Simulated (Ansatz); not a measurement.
Z-matrix (Å, degrees):
```
C
C 1 1.3639
C 2 1.4367 1 152.22
C 3 1.3391 2 62.22 1 -179.98
H 4 1.0966 3 148.45 2 -180.00
H 3 1.0966 4 148.45 5 0.00
C 1 1.4621 2 126.29 3 -179.99
C 7 1.3784 1 107.28 2 -179.99
H 7 1.0976 8 127.69 1 -179.97
H 8 1.0989 7 126.10 9 0.00
C 8 1.4588 10 124.88 7 -179.99
C 11 1.3784 8 109.01 10 179.99
H 12 1.0976 11 127.69 8 -180.00
H 11 1.0989 12 126.10 13 -0.01
```
Charge 0, spin multiplicity 1.

Method: frozen-core CCSD(T)/def2-SVP // PBE-D3(BJ)/def2-SVP in Ansatz (a first-principles code). The restricted HF reference is unstable towards unrestricted orbitals.

| Item | Result |
|---|---|
| HF energy | -306.06297 Ha |
| MP2 correlation energy | -1.02854 Ha |

Task: Estimate the CCSD correlation energy, the (T) correction, the total energy and the T1 diagnostic.

Result: 
The CCSD correlation energy is -1.07258 Ha and the (T) correction comes out as -0.05087 Ha. The CCSD(T) total energy is -307.18642 Ha and the T1 diagnostic is 0.013.
